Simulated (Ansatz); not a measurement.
Reaction (atomization): `[F][Ga][O][SiH3]`• → F• + Ga• + 3 H• + O• + Si•

Computed with Ansatz on PBE0-D4/def2-TZVP structures; ΔE is electronic, products minus reactants. CBS: MP2 limit from def2 TZ/QZ plus the TZ coupled-cluster correction, frozen cores. This one scheme is used for every species, atoms too. For atomizations the MP2-based limit and the directly extrapolated one differ by several kJ/mol either way, and by 10 to 25 for some Ge, Se and Sn compounds, so smaller differences from it don't rank the levels. Functionals use def2-TZVPP. Open shells (•) are unrestricted, without spin–orbit coupling. Spin–orbit coupling would lower the free atoms: a little for F, O, Si; clearly for Ga. Bonds to Ga are less sure, by a few kJ/mol each and by 10 to 20 or more in all where they break to atoms, as the def2 sets lack core-valence functions. Scalar relativity is left out up to krypton. One conformer a species, not always the lowest.

```json
{"level": "revPBE", "ΔE (kJ/mol)": "2133.4"}
{"level": "CCSD(T)/def2-TZVPP", "ΔE (kJ/mol)": "2181.3"}
```

(1) What does CCSD(T)/CBS give? (An estimate is asked.)

Largest T1 diagnostic among the species: 0.016.

Results:

(1) Computed: +2231.7 kJ/mol. The listed levels differ from it by -98.3, -50.4 kJ/mol.

At CCSD(T), def2-SVP lies −163.7 kJ/mol from the extrapolated value and def2-TZVPP −50.4 kJ/mol: correlation converges slowly with the basis, and small sets miss more of it in the bonded molecule than in its fragments. The D4 term adds +21.6 kJ/mol with B3LYP and +11.2 kJ/mol with PBE0; it sums over pairs of atoms, weighted by their polarisabilities, and B3LYP, whose exchange is more repulsive, gets the larger term.

B3LYP here is the variant with VWN-RPA as its local correlation; programs differ in this.
